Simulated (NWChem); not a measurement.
A series in which one site is exchanged, each optimised at PBE0/def2-SVP with NWChem, gas phase unless a solvent is named. All stand in one matching conformer (torsions within 35°), which need not be the lowest. 

A: [NH2][Al]([Cl])[Cl] (AlNH$_{2}$Cl$_{2}$; site = Al)
B: NB(Cl)Cl (BNH$_{2}$Cl$_{2}$; site = B)
C: [Cl][Ga]([NH2])[Cl] (GaNH$_{2}$Cl$_{2}$; site = Ga)

### Question
Rank them by lowest singlet excitation, PBE0/def2-SVPD, TDA (eV), lowest first.

### Answer
C (5.46), A (5.82), B (7.21)
